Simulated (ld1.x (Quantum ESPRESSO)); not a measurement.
## Building the TM potential for Se (LDA (PZ), scalar-relativistic).

Input for ld1.x (Quantum ESPRESSO) 7.5:

```
&input
   title='Se', zed=34., rel=1, dft='PZ', iswitch=3,
   config='[Ar] 3d10 4s2 4p4 4f-2',
   nld=4, rlderiv=2.20, eminld=-6.0, emaxld=5.0, deld=0.02
 /
 &inputp
   pseudotype=2, tm=.true., lloc=-2, rcloc=0.95,
   nlcc=.true.,
   file_pseudopw='Se.UPF', file_wfcaegen='ae.wfc', file_wfcncgen='nc.wfc', file_beta='beta', file_chi='chi'
 /
4
4S  1  0   2.00   0.00  1.40  1.40  0.0
4P  2  1   4.00   0.00  1.85  1.85  0.0
3D  3  2  10.00   0.00  1.20  1.20  0.0
4F  4  3  -2.00  -0.05  2.00  2.00  0.0
 &test
   configts(1)='3d10 4s2 4p4'
 /
```

Command:

```bash
ld1.x < Se.in > Se.out
```

The program printed (shortened: banner, matrices, multipoles, cross overlaps and the repeated all-electron block are left out):

```
Program LD1 v.7.5
     --------------------------- All-electron run ----------------------------

     Se
     scalar relativistic calculation

     atomic number is 34.00
     dft =PZ   lsd =0 sic =0 latt =0  beta=0.20 tr2=1.0E-14
     Exchange-correlation= PZ
                           (   1   1   0   0   0   0   0)
     mesh =1211 r(mesh) =  99.34906 a.u. xmin = -7.00 dx = 0.01250
     1 Ry =  13.60569312 eV, c = 137.03599908

     n l     nl                  e(Ry)          e(Ha)          e(eV)
     1 0     1S 1( 2.00)      -917.5336      -458.7668    -12483.6809
     2 0     2S 1( 2.00)      -117.9444       -58.9722     -1604.7146
     2 1     2P 1( 6.00)      -103.8482       -51.9241     -1412.9274
     3 0     3S 1( 2.00)       -15.6306        -7.8153      -212.6652
     3 1     3P 1( 6.00)       -11.2234        -5.6117      -152.7024
     3 2     3D 1(10.00)        -3.9239        -1.9619       -53.3868
     4 0     4S 1( 2.00)        -1.2852        -0.6426       -17.4855
     4 1     4P 1( 4.00)        -0.4896        -0.2448        -6.6608

     final scf error:  6.2E-15 reached in  25 iterations

     Etot =   -4853.574020 Ry,   -2426.787010 Ha,  -66036.238660 eV

     Ekin =    4950.988152 Ry,    2475.494076 Ha,   67361.625452 eV
     Encl =  -11707.512851 Ry,   -5853.756426 Ha, -159288.827085 eV
     Eh   =    2072.104553 Ry,    1036.052276 Ha,   28192.418660 eV
     Exc  =    -169.153873 Ry,     -84.576937 Ha,   -2301.455687 eV

     normalization and overlap integrals

     s(1S/1S) =  1.000000  <r> =   0.0441  <r2> =    0.0026  r(max) =   0.0287
     s(2S/2S) =  1.000000  <r> =   0.1962  <r2> =    0.0454  r(max) =   0.1651
     s(2P/2P) =  1.000000  <r> =   0.1713  <r2> =    0.0359  r(max) =   0.1318
     s(3S/3S) =  1.000000  <r> =   0.5752  <r2> =    0.3812  r(max) =   0.5021
     s(3P/3P) =  1.000000  <r> =   0.5904  <r2> =    0.4093  r(max) =   0.5021
     s(3D/3D) =  1.000000  <r> =   0.6311  <r2> =    0.4989  r(max) =   0.4487
     s(4S/4S) =  1.000000  <r> =   1.7891  <r2> =    3.6858  r(max) =   1.5085
     s(4P/4P) =  1.000000  <r> =   2.2974  <r2> =    6.2508  r(max) =   1.7970

     ------------------------ End of All-electron run ------------------------

     --------------------- Generating NC pseudopotential ---------------------

      Generating local potential from pseudized AE potential:
      Matching radius rcloc =   0.9500
      Enforcing V''(0)=0 (lloc=-2)

      Local pseudo, rcloc= 0.950 Estimated cut-off energy=    34.52 Ry

      Computing core charge for nlcc:

       r > 0.26 : true rho core
       r < 0.26 : rho core = a sin(br)/r    a= 113.76  b=   9.43

      Integrated core pseudo-charge :  11.94

      Wfc   4S  rcut= 1.417  Using Troullier-Martins method

      Wfc   4P  rcut= 1.866  Using Troullier-Martins method

      Wfc   3D  rcut= 1.190  Using Troullier-Martins method

      Wfc   4F  rcut= 2.011  Using Troullier-Martins method

     ------------------- End of pseudopotential generation -------------------

     Computing logarithmic derivative in   2.20871
     Computing logarithmic derivative in   2.20871
     Computing the partial wave expansion
     R is outside the sphere for l=    0 j= 0.00
     R is outside the sphere for l=    1 j= 0.00
     R is outside the sphere for l=    2 j= 0.00
     R is outside the sphere for l=    3 j= 0.00

     ---------------------- Testing the pseudopotential ----------------------

     Se
     scalar relativistic calculation

     atomic number is 34.00   valence charge is 16.00
     dft =PZ   lsd =0 sic =0 latt =0  beta=0.20 tr2=1.0E-14
     mesh =1211 r(mesh) =  99.34906 xmin = -7.00 dx = 0.01250

     n l     nl             e AE (Ry)        e PS (Ry)    De AE-PS (Ry)
     3 2     3D   1(10.00)       -3.92386       -3.92387        0.00001
     1 0     4S   1( 2.00)       -1.28516       -1.28517        0.00001
     2 1     4P   1( 4.00)       -0.48956       -0.48956        0.00000

     eps = 1.3E-15  iter =  9

     Etot =   -4853.574020 Ry,   -2426.787010 Ha,  -66036.238660 eV
     Etotps =  -294.778948 Ry,    -147.389474 Ha,   -4010.671903 eV

     Ekin =     279.404777 Ry,     139.702389 Ha,    3801.495659 eV
     Encl =    -559.921954 Ry,    -279.960977 Ha,   -7618.126281 eV
     Ehrt =     216.178013 Ry,     108.089007 Ha,    2941.251706 eV
     Ecxc =     -77.093108 Ry,     -38.546554 Ha,   -1048.905172 eV
     (Ecc =     -39.626458 Ry,     -19.813229 Ha,    -539.145424 eV)
     Epseu=    -153.346676 Ry,     -76.673338 Ha,   -2086.387814 eV

     ---------------------- End of pseudopotential test ----------------------
```

Note: ghost state, extra bound levels that the all-electron valence spectrum of the same l lacks: s at -11.9 eV. A true bound ghost makes a file unfit for plane-wave use.

Generation and configuration tests took about 1.5 s on one core of a shared server CPU.

Transferability test of the new file with ld1.x, input:

```
&input
   title='Se', zed=34., rel=1, dft='PZ', iswitch=2,
   config='[Ar] 3d10 4s2 4p4 4f-2'
 /
 &test
   file_pseudo='Se.UPF', nconf=10,
   configts(1)='3d10 4s2 4p4',
   configts(2)='3d10 4s2 4p3',
   configts(3)='3d10 4s2 4p2',
   configts(4)='3d10 4s2 4p1',
   configts(5)='3d10 4s2 4p0',
   configts(6)='3d9 4s2 4p5',
   configts(7)='3d10 4s1 4p4',
   configts(8)='3d10 4s1 4p5',
   configts(9)='3d10 4s2 4p4', lsdts(9)=1,
   configts(10)='3d10 4s2 4p3', lsdts(10)=1
 /
```

```bash
ld1.x < Se.test.in > Se.test.out
```

Pseudopotential blocks of its output, shortened (energy terms left out; the distinct warnings before each block abridged to one line each):

```
     BEWARE! Errors in PS-KS equations
     ---------------------- Testing the pseudopotential ----------------------

     n l     nl             e AE (Ry)        e PS (Ry)    De AE-PS (Ry)
     3 2     3D   1(10.00)       -3.92386       -3.92387        0.00001
     1 0     4S   1( 2.00)       -1.28516       -1.28517        0.00001
     2 1     4P   1( 4.00)       -0.48956       -0.48956        0.00000

     eps = 4.1E-15  iter =  6

     Etot =   -4853.574020 Ry,   -2426.787010 Ha,  -66036.238661 eV
     Etotps =  -294.778949 Ry,    -147.389474 Ha,   -4010.671919 eV

     ---------------------- End of pseudopotential test ----------------------

          ---------------------- Testing the pseudopotential ----------------------

     n l     nl             e AE (Ry)        e PS (Ry)    De AE-PS (Ry)
     3 2     3D   1(10.00)       -4.69541       -4.67614       -0.01927  !
     1 0     4S   1( 2.00)       -1.99043       -1.98779       -0.00264
     2 1     4P   1( 3.00)       -1.14576       -1.14413       -0.00162

     eps = 5.6E-15  iter =  9

     Etot =   -4852.764894 Ry,   -2426.382447 Ha,  -66025.229941 eV
     Etotps =  -293.970328 Ry,    -146.985164 Ha,   -3999.670071 eV
     dEtot_ae =       0.809126 Ry
     dEtot_ps =       0.808621 Ry,   Delta E=       0.000505 Ry

     ---------------------- End of pseudopotential test ----------------------

          Warning: n=3, l=2 expected 0 nodes, found 1
     ---------------------- Testing the pseudopotential ----------------------

     n l     nl             e AE (Ry)        e PS (Ry)    De AE-PS (Ry)
     3 2     3D   1(10.00)       -5.59388       -5.53394       -0.05994  !
     1 0     4S   1( 2.00)       -2.78636       -2.77758       -0.00878  !
     2 1     4P   1( 2.00)       -1.88946       -1.88306       -0.00641  !

     eps = 7.7E-16  iter = 16

     Etot =   -4851.253885 Ry,   -2425.626942 Ha,  -66004.671617 eV
     Etotps =  -292.462723 Ry,    -146.231362 Ha,   -3979.158066 eV
     dEtot_ae =       2.320135 Ry
     dEtot_ps =       2.316226 Ry,   Delta E=       0.003909 Ry

     ---------------------- End of pseudopotential test ----------------------

          ---------------------- Testing the pseudopotential ----------------------

     n l     nl             e AE (Ry)        e PS (Ry)    De AE-PS (Ry)
     3 2     3D   1(10.00)       -6.59723       -6.46307       -0.13416  !
     1 0     4S   1( 2.00)       -3.65173       -3.63088       -0.02085  !
     2 1     4P   1( 1.00)       -2.70115       -2.68392       -0.01723  !

     eps = 6.8E-16  iter = 12

     Etot =   -4848.963964 Ry,   -2424.481982 Ha,  -65973.515664 eV
     Etotps =  -290.183608 Ry,    -145.091804 Ha,   -3948.149113 eV
     dEtot_ae =       4.610055 Ry
     dEtot_ps =       4.595341 Ry,   Delta E=       0.014714 Ry

     ---------------------- End of pseudopotential test ----------------------

          ---------------------- Testing the pseudopotential ----------------------

     n l     nl             e AE (Ry)        e PS (Ry)    De AE-PS (Ry)
     3 2     3D   1(10.00)       -7.69183       -7.44096       -0.25087  !
     1 0     4S   1( 2.00)       -4.57100       -4.52897       -0.04203  !
     2 1     4P   1( 0.00)       -3.56511       -3.52689       -0.03823  !

     eps = 3.1E-17  iter = 16

     Etot =   -4845.834963 Ry,   -2422.917482 Ha,  -65930.943435 eV
     Etotps =  -287.080752 Ry,    -143.540376 Ha,   -3905.932617 eV
     dEtot_ae =       7.739056 Ry
     dEtot_ps =       7.698197 Ry,   Delta E=       0.040860 Ry

     ---------------------- End of pseudopotential test ----------------------

          BEWARE! Errors in PS-KS equations
     Warning: n=1, l=0 expected 0 nodes, found 1
     Warning: n=2, l=1 expected 0 nodes, found 1
     ---------------------- Testing the pseudopotential ----------------------

     n l     nl             e AE (Ry)        e PS (Ry)    De AE-PS (Ry)
     3 2     3D   1( 9.00)       -4.77245       -5.19221        0.41975  !
     1 0     4S   1( 2.00)       -1.44808       -1.62285        0.17477  !
     2 1     4P   1( 5.00)       -0.58320       -0.26310       -0.32010  !

     eps = 9.8E-16  iter = 24

     Etot =   -4849.766589 Ry,   -2424.883295 Ha,  -65984.435934 eV
     Etotps =   -90.917523 Ry,     -45.458762 Ha,   -1236.995919 eV
     dEtot_ae =       3.807430 Ry
     dEtot_ps =     203.861426 Ry,   Delta E=    -200.053996 Ry

     ---------------------- End of pseudopotential test ----------------------

          ---------------------- Testing the pseudopotential ----------------------

     n l     nl             e AE (Ry)        e PS (Ry)    De AE-PS (Ry)
     3 2     3D   1(10.00)       -4.81193       -4.78819       -0.02373  !
     1 0     4S   1( 1.00)       -2.05362       -2.05035       -0.00327
     2 1     4P   1( 4.00)       -1.19538       -1.19289       -0.00250

     eps = 1.5E-15  iter = 12

     Etot =   -4851.913426 Ry,   -2425.956713 Ha,  -66013.645135 eV
     Etotps =  -293.119819 Ry,    -146.559909 Ha,   -3988.098301 eV
     dEtot_ae =       1.660593 Ry
     dEtot_ps =       1.659130 Ry,   Delta E=       0.001463 Ry

     ---------------------- End of pseudopotential test ----------------------

          ---------------------- Testing the pseudopotential ----------------------

     n l     nl             e AE (Ry)        e PS (Ry)    De AE-PS (Ry)
     3 2     3D   1(10.00)       -4.03916       -4.03339       -0.00578  !
     1 0     4S   1( 1.00)       -1.34637       -1.34543       -0.00094
     2 1     4P   1( 5.00)       -0.53416       -0.53352       -0.00065

     eps = 7.8E-16  iter = 16

     Etot =   -4852.770045 Ry,   -2426.385023 Ha,  -66025.300033 eV
     Etotps =  -293.975146 Ry,    -146.987573 Ha,   -3999.735616 eV
     dEtot_ae =       0.803974 Ry
     dEtot_ps =       0.803803 Ry,   Delta E=       0.000171 Ry

     ---------------------- End of pseudopotential test ----------------------

          ---------------------- Testing the pseudopotential ----------------------

     n l     nl             e AE (Ry)        e PS (Ry)    De AE-PS (Ry)
     3 2     3D   1( 5.00)       -3.92339       -3.92036       -0.00302
     1 0     4S   1( 1.00)       -1.32318       -1.32385        0.00066
     2 1     4P   1( 3.00)       -0.52533       -0.52575        0.00042
     3 2     3D   2( 5.00)       -3.90733       -3.90793        0.00060
     1 0     4S   2( 1.00)       -1.22852       -1.22742       -0.00110
     2 1     4P   2( 1.00)       -0.43740       -0.43658       -0.00083

     eps = 9.7E-15  iter = 13

     Etot =   -4853.617623 Ry,   -2426.808811 Ha,  -66036.831909 eV
     Etotps =  -294.823177 Ry,    -147.411589 Ha,   -4011.273674 eV
     dEtot_ae =      -0.043603 Ry
     dEtot_ps =      -0.044228 Ry,   Delta E=       0.000625 Ry

     ---------------------- End of pseudopotential test ----------------------

          ---------------------- Testing the pseudopotential ----------------------

     n l     nl             e AE (Ry)        e PS (Ry)    De AE-PS (Ry)
     3 2     3D   1( 5.00)       -4.69070       -4.65957       -0.03113  !
     1 0     4S   1( 1.00)       -2.05152       -2.04894       -0.00257
     2 1     4P   1( 3.00)       -1.20539       -1.20408       -0.00131
     3 2     3D   2( 5.00)       -4.66272       -4.63868       -0.02405  !
     1 0     4S   2( 1.00)       -1.88058       -1.87508       -0.00550  !
     2 1     4P   2( 0.00)       -1.03860       -1.03388       -0.00472

     eps = 7.5E-16  iter = 25

     Etot =   -4852.885298 Ry,   -2426.442649 Ha,  -66026.868122 eV
     Etotps =  -294.093008 Ry,    -147.046504 Ha,   -4001.339218 eV
     dEtot_ae =       0.688722 Ry
     dEtot_ps =       0.685941 Ry,   Delta E=       0.002781 Ry

     ---------------------- End of pseudopotential test ----------------------
```
